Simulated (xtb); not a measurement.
A run for xtb: GFN1-xTB on C2H6O (a complex), monomers drawn apart or pushed together.

```
$ xtb mol.xyz --gfn 1 --sp --chrg 0 --uhf 0
9

C     -0.02331446    -0.00315736     0.11219479
H     -0.92380223    -0.61666894     0.13498743
H      0.61089034    -0.24874705     0.96280025
H      0.51752227    -0.19591626    -0.81338865
H     -0.30088969     1.05004129     0.15171320
C     -0.16388383     0.02702744     4.83369517
O      0.94082416    -0.39290340     4.62869380
H     -0.55394554     0.17083264     5.85966467
H     -0.85108994     0.29299967     4.00827835
```

Output:

```
[...]
           -------------------------------------------------
          |                Calculation Setup                |
           -------------------------------------------------



molecular fragmentation (1/2 indicates fragments):
111112222
# atoms in fragment 1/2:     5     4
 fragment masses (1/2) :       16.04       30.03
CMA distance (Bohr)    :   8.771
constraining FC (au)   :  0.0500

           -------------------------------------------------
          |                 G F N 1 - x T B                 |
           -------------------------------------------------

        Reference                      10.1021/acs.jctc.7b00118
      * Hamiltonian:
        H0-scaling (s, p, d)           1.850000    2.250000    2.000000
        zeta-weighting                 0.000000
      * Dispersion:
        s8                             2.400000
        a1                             0.630000
        a2                             5.000000
        s9                             0.000000
      * Repulsion:
        kExp                           1.500000
        rExp                           1.000000
      * Coulomb:
        alpha                          2.000000
        third order                    atomic
        anisotropic                    false
      * Halogen bond correction:
        rad-scale                      1.300000
        damping                        0.440000


          ...................................................
          :                      SETUP                      :
          :.................................................:
          :  # basis functions                  24          :
          :  # atomic orbitals                  24          :
          :  # shells                           18          :
          :  # electrons                        20          :
          :  # halogen bonds                     0          :
          :  max. iterations                   250          :
          :  Hamiltonian                  GFN1-xTB          :
          :  restarted?                      false          :
          :  GBSA solvation                  false          :
          :  PC potential                    false          :
          :  electronic temp.          300.0000000     K    :
          :  accuracy                    1.0000000          :
          :  -> integral cutoff          0.2500000E+02      :
          :  -> integral neglect         0.1000000E-07      :
          :  -> SCF convergence          0.1000000E-05 Eh   :
          :  -> wf. convergence          0.2000000E-04 e    :
          :  Broyden damping             0.4000000          :
          :  net charge                          0          :
          :  unpaired electrons                  0          :
          ...................................................

 iter      E             dE          RMSdq      gap      omega  full diag
   1    -12.1882768 -0.121883E+02  0.695E+00    5.31       0.0  T
   2    -12.2546148 -0.663380E-01  0.410E+00    4.13       1.0  T
   3    -12.2557450 -0.113019E-02  0.162E+00    4.30       1.0  T
   4    -12.2575164 -0.177139E-02  0.282E-01    4.08       1.0  T
   5    -12.2578402 -0.323790E-03  0.104E-01    4.20       1.0  T
   6    -12.2579068 -0.665895E-04  0.462E-02    4.15       1.0  T
   7    -12.2579242 -0.174384E-04  0.464E-03    4.17       7.2  T
   8    -12.2579244 -0.142556E-06  0.166E-03    4.17      20.0  T
   9    -12.2579244 -0.192587E-07  0.136E-04    4.17     244.7  T
  10    -12.2579244 -0.132109E-09  0.254E-05    4.17    1313.2  T

   *** convergence criteria satisfied after 10 iterations ***

         #    Occupation            Energy/Eh            Energy/eV
      -------------------------------------------------------------
         1        2.0000           -0.8132090             -22.1285
       ...           ...                  ...                  ...
         4        2.0000           -0.6253757             -17.0173
         5        2.0000           -0.6002186             -16.3328
         6        2.0000           -0.5838700             -15.8879
         7        2.0000           -0.5120474             -13.9335
         8        2.0000           -0.5114666             -13.9177
         9        2.0000           -0.5110037             -13.9051
        10        2.0000           -0.4683671             -12.7449 (HOMO)
        11                         -0.3152519              -8.5784 (LUMO)
        12                         -0.1554905              -4.2311
        13                         -0.1427286              -3.8838
        14                         -0.1094445              -2.9781
        15                         -0.0593034              -1.6137
       ...                                ...                  ...
        24                          0.6393485              17.3976
      -------------------------------------------------------------
                  HL-Gap            0.1531152 Eh            4.1665 eV
             Fermi-level           -0.3918095 Eh          -10.6617 eV

 SCC (total)                   0 d,  0 h,  0 min,  0.003 sec
 SCC setup                      ...        0 min,  0.000 sec (  1.879%)
 Dispersion                     ...        0 min,  0.000 sec (  0.896%)
 classical contributions        ...        0 min,  0.000 sec (  0.479%)
 integral evaluation            ...        0 min,  0.001 sec ( 22.214%)
 iterations                     ...        0 min,  0.001 sec ( 30.724%)
 molecular gradient             ...        0 min,  0.001 sec ( 41.427%)
 printout                       ...        0 min,  0.000 sec (  2.245%)

         :::::::::::::::::::::::::::::::::::::::::::::::::::::
         ::                     SUMMARY                     ::
         :::::::::::::::::::::::::::::::::::::::::::::::::::::
         :: total energy             -12.120947169047 Eh    ::
         :: gradient norm              0.019411207107 Eh/a0 ::
         :: HOMO-LUMO gap              4.166477278804 eV    ::
         ::.................................................::
         :: SCC energy               -12.257924387857 Eh    ::
         :: -> electrostatic           0.043321233448 Eh    ::
         :: repulsion energy           0.138188543743 Eh    ::
         :: dispersion energy         -0.001211324933 Eh    ::
         :: halogen bond corr.         0.000000000000 Eh    ::
         :: add. restraining           0.000000000000 Eh    ::
         :: total charge               0.000000000000 e     ::
         :::::::::::::::::::::::::::::::::::::::::::::::::::::

           -------------------------------------------------
          |                Property Printout                |
           -------------------------------------------------

    * Orbital Energies and Occupations

         #    Occupation            Energy/Eh            Energy/eV
      -------------------------------------------------------------
         1        2.0000           -0.8132090             -22.1285
         2        2.0000           -0.6739699             -18.3397
         3        2.0000           -0.6336996             -17.2438
         4        2.0000           -0.6253757             -17.0173
         5        2.0000           -0.6002186             -16.3328
         6        2.0000           -0.5838700             -15.8879
         7        2.0000           -0.5120474             -13.9335
         8        2.0000           -0.5114666             -13.9177
         9        2.0000           -0.5110037             -13.9051
        10        2.0000           -0.4683671             -12.7449 (HOMO)
        11                         -0.3152519              -8.5784 (LUMO)
        12                         -0.1554905              -4.2311
        13                         -0.1427286              -3.8838
Note: The following floating-point exceptions are signalling: IEEE_DENORMAL
normal termination of xtb
        14                         -0.1094445              -2.9781
        15                         -0.0593034              -1.6137
        16                         -0.0581270              -1.5817
        17                         -0.0549857              -1.4962
        18                          0.2072187               5.6387
        19                          0.2677451               7.2857
        20                          0.2683661               7.3026
        21                          0.2734377               7.4406
       ...                                ...                  ...
        24                          0.6393485              17.3976
      -------------------------------------------------------------
                  HL-Gap            0.1531152 Eh            4.1665 eV
             Fermi-level           -0.3918095 Eh          -10.6617 eV

  Mulliken/CM5 charges         n(s)   n(p)   n(d)
     1C    -0.13154 -0.32291   0.987  3.145  0.000
     2H     0.03016  0.07797   0.970  0.000  0.000
     3H     0.03776  0.08589   0.962  0.000  0.000
     4H     0.03364  0.08151   0.966  0.000  0.000
     5H     0.03010  0.07791   0.970  0.000  0.000
     6C     0.39172  0.33749   1.039  2.569  0.000
     7O    -0.43824 -0.50044   1.726  4.712  0.000
     8H     0.02327  0.08131   0.977  0.000  0.000
     9H     0.02312  0.08127   0.977  0.000  0.000

Wiberg/Mayer (AO) data.
largest (>0.10) Wiberg bond orders for each atom

 ---------------------------------------------------------------------------
     #   Z sym  total        # sym  WBO       # sym  WBO       # sym  WBO
 ---------------------------------------------------------------------------
     1   6 C    3.993 --     5 H    0.999     2 H    0.999     4 H    0.998
                             3 H    0.997
     2   1 H    1.002 --     1 C    0.999
     3   1 H    1.001 --     1 C    0.997
     4   1 H    1.001 --     1 C    0.998
     5   1 H    1.002 --     1 C    0.999
     6   6 C    3.831 --     7 O    1.929     9 H    0.951     8 H    0.951
     7   8 O    2.028 --     6 C    1.929
     8   1 H    1.018 --     6 C    0.951
     9   1 H    1.019 --     6 C    0.951
 ---------------------------------------------------------------------------

Topologies differ in total number of bonds
Writing topology from bond orders to xtbtopo.mol

 dipole moment from electron density (au)
     X       Y       Z
  -1.1894   0.4522   0.2229  total (Debye):    3.284


           -------------------------------------------------
          | TOTAL ENERGY              -12.120947169047 Eh   |
          | GRADIENT NORM               0.019411207107 Eh/α |
          | HOMO-LUMO GAP               4.166477278804 eV   |
           -------------------------------------------------

------------------------------------------------------------------------
------------------------------------------------------------------------
 total:
 SCF:
```

The run finished.

Cost: around 0.010 core-seconds (rough).
